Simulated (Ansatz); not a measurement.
The same path of C$_{2}$H$_{4}$ClFOSi (10 atoms, charge 0, multiplicity 1) was run twice with different band settings. Lost on the way: Si6–H10. Made: O5–H10.

The calculation used Ansatz, RKS PBE-D4/def2-SVP.

Relaxed end points:

```xyz
10
Properties=species:S:1:pos:R:3
F -1.805 -0.336 0.325
C -0.496 -0.060 0.020
C 0.267 -1.320 -0.293
Cl -0.347 -2.121 -1.791
O -0.375 0.996 -0.915
Si 0.240 1.547 0.611
H 1.338 -1.092 -0.451
H 0.162 -2.040 0.541
H -0.609 2.541 1.332
H 1.709 1.834 0.623
```

```xyz
10
Properties=species:S:1:pos:R:3
F -1.741 -0.054 0.224
C -0.388 0.109 0.271
C 0.327 -1.173 -0.079
Cl 0.340 -1.468 -1.887
O -0.010 1.181 -0.628
Si 0.573 1.447 1.346
H 1.387 -1.141 0.233
H -0.180 -2.032 0.398
H -0.710 2.281 1.523
H 0.486 0.800 -1.398
```

Common settings: movable images 5; climbing image yes; optimiser quadratic models (default); start path through a guess of the saddle point; force threshold 0.03 eV/Å; iteration limit 60; end points relaxed.

| run | spring |
| --- | --- |
| 1 | 5.0 eV/Å² |
| 2 | 0.5 eV/Å² |

Question: What does each run give, and how far can it be trusted?

Answer: Run 1: converged after 10 iterations, highest image 2.097 eV above the first end. A vibrational analysis at the climbing image gives one clearly imaginary mode, 1317i cm⁻¹: a first-order saddle point.
Run 2: converged after 11 iterations, highest image 2.097 eV above the first end. Another band between the same ends (5 images) ends at a top of the same energy, where a vibrational analysis finds 1 clearly imaginary mode.
The orbitals stay closed-shell, which can raise the energy where a bond breaks towards radicals; this wasn't checked here.
